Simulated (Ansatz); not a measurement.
Ansatz (an electronic-structure program) input (B3LYP-D3(BJ)/def2-TZVP):

Ansatz 0.2 input:
```yaml
crystal:
  periodic: [false, false, false]
  atoms:
    - {symbol: B, position_ang: [-0.41005821, -0.35645777, 0.01467270]}
    - {symbol: F, position_ang: [-0.95700193, 0.84559817, 0.02093274]}
    - {symbol: Cl, position_ang: [1.28428266, -0.46477824, 0.00561916]}
basis:
  gaussian:
    orbitals: def2-TZVP
hamiltonian:
  xc: b3lyp
  dispersion: d3bj
magnetization: {spin_polarized: true, initial_magnetization: 1}
relax: {f_tol: 0.002, max_steps: 150}
```

End of the output:

```
reference -15918.55463529 eV, -584.9960928629 hartree; 16, 15 occupied and 83, 84 virtual orbitals, 588 factors
relax step   3: F+E_penalty+E_count = -15918.62816613 eV  Δ(F+E_penalty+E_count) = -1.452e-2 eV  max|allowed force component| = 8.802e-2 eV/Å  Δτ_max = 0.0244 Å  (32 SCF iters, accepted)
these checks for a lower state are left out or cut short: starts, cluster_reference, orbital_swaps, neighbouring_geometries, increment
integrals: 0.02 GiB planned
588 factors; their error is unknown
mean field: 0.33 GiB planned
mean field -15918.55470025 eV, -584.9960952504 hartree, gradient 1.7e-5 eV, S^2 0.752054; 0 other end points of the search recorded, 0 dependent functions left out
the calculation of the forces begins
reference -15918.55489611 eV, -584.9961024479 hartree; 16, 15 occupied and 83, 84 virtual orbitals, 588 factors
relax step   4: F+E_penalty+E_count = -15918.62840059 eV  Δ(F+E_penalty+E_count) = -2.345e-4 eV  max|allowed force component| = 2.891e-2 eV/Å  Δτ_max = 0.0025 Å  (34 SCF iters, accepted)
these checks for a lower state are left out or cut short: starts, cluster_reference, orbital_swaps, neighbouring_geometries, increment
integrals: 0.02 GiB planned
588 factors; their error is unknown
mean field: 0.33 GiB planned
mean field -15918.55470839 eV, -584.9960955494 hartree, gradient 5.1e-5 eV, S^2 0.752053; 0 other end points of the search recorded, 0 dependent functions left out
the calculation of the forces begins
reference -15918.55490425 eV, -584.9961027472 hartree; 16, 15 occupied and 83, 84 virtual orbitals, 588 factors
relax step   5: F+E_penalty+E_count = -15918.62841655 eV  Δ(F+E_penalty+E_count) = -1.596e-5 eV  max|allowed force component| = 7.404e-4 eV/Å  Δτ_max = 0.0007 Å  (24 SCF iters, accepted)
integrals: 0.02 GiB planned
588 factors; their error is unknown
mean field: 0.33 GiB planned
mean field evaluation 64: about -15918.5547 eV, gradient 9.2e-5 eV
mean field -15918.55470839 eV, -584.9960955494 hartree, gradient 5.1e-5 eV, S^2 0.752053; 1 other end points of the search recorded, 0 dependent functions left out
the calculation of the forces begins
reference -15918.55490425 eV, -584.9961027472 hartree; 16, 15 occupied and 83, 84 virtual orbitals, 588 factors
Total energy: -15918.62861241 eV, -584.9988114721 hartree
Atom 0 at    -0.409475    -0.319134     0.014776 Å, force    -0.000740     0.000251     0.000005 eV/Å
Atom 1 at    -1.000281     0.843109     0.021149 Å, force     0.000718    -0.000546    -0.000005 eV/Å
Atom 2 at     1.326978    -0.499613     0.005299 Å, force     0.000022     0.000295     0.000001 eV/Å
Dipole moment:     0.026435    -0.023319    -0.000203 e Å
```

It need not be the lowest isomer of its formula.
